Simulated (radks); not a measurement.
Values are calculated unless marked as measured or tabulated.
Q: Ionisation of I, [Kr] 4d10 5s2 5p5, to I+, [Kr] 4d10 5s2 5p4, under several functionals. Scalar-relativistic Kohn-Sham, spin-polarised, spherical densities, finite nucleus; open shells are filled with parallel spins first (spin-orbit coupling, left out, can overturn this in heavy ions); a radial shooting solver on a logarithmic mesh with Libxc functionals. The NIST Atomic Spectra Database gives 10.451 eV (measured). Rank these functionals by the error of their Delta-SCF ionisation energy: XLYP; exchange-only PBE; PBEsol; Wu-Cohen GGA; PW91; revPBE; exchange-only r2SCAN.

A: From best to worst: revPBE 10.485 eV (+0.034); XLYP 10.491 eV (+0.040); PBEsol 10.584 eV (+0.132); Wu-Cohen GGA 10.610 eV (+0.158); PW91 10.622 eV (+0.170); exchange-only r2SCAN 9.629 eV (-0.822); exchange-only PBE 9.505 eV (-0.946). Open shells are spherical and high-spin; term and fine-structure splittings are not resolved. Spin-orbit splitting is averaged out at the scalar-relativistic level.
